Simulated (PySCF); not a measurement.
Polarisability and C₆ of La²⁺ (lanthanum, charge +2)

[Xe] 5d1, 2D determinant. Computed with PySCF 2.14 in ANO-RCC-VTZP (8s7p5d3f2g1h, 104 functions), with scalar relativity by spin-free X2C-1e. Coupled (time-dependent) response in atomic units; α is the mean over directions. The basis has no added diffuse functions, which lowers α and C₆.

| method | mean α (bohr³) | α xx, yy, zz | C₆ (like pair) | S(−4) |
| --- | --- | --- | --- | --- |
| UHF | 18.79 | 22.04, 22.04, 12.30 | 127.3 | 201.1 |
| PBE | 19.27 | 22.58, 22.58, 12.65 | 128.9 | 232.5 |

S(−4) is the Cauchy moment in α(ω) = α(0) + S(−4) ω² + …

Spin-orbit coupling is absent.

α(iu) at PBE:

```
u (hartree)  α(iu) (bohr³)
          0          19.27
     0.0500          18.72
      0.100          17.38
      0.200          14.31
      0.300          11.90
      0.500          8.793
      0.750          6.433
       1.00          4.876
       1.50          3.037
       2.00          2.072
       3.00          1.163
       5.00         0.5395
```

For an ion, C₆ is the dispersion term alone; charge-induced terms of lower order in 1/R come first.

The components differ because the open shell of this determinant is not spherical; for a pure term their mean is the scalar polarisability.

Spin-orbit coupling, absent here, splits the open shell strongly.
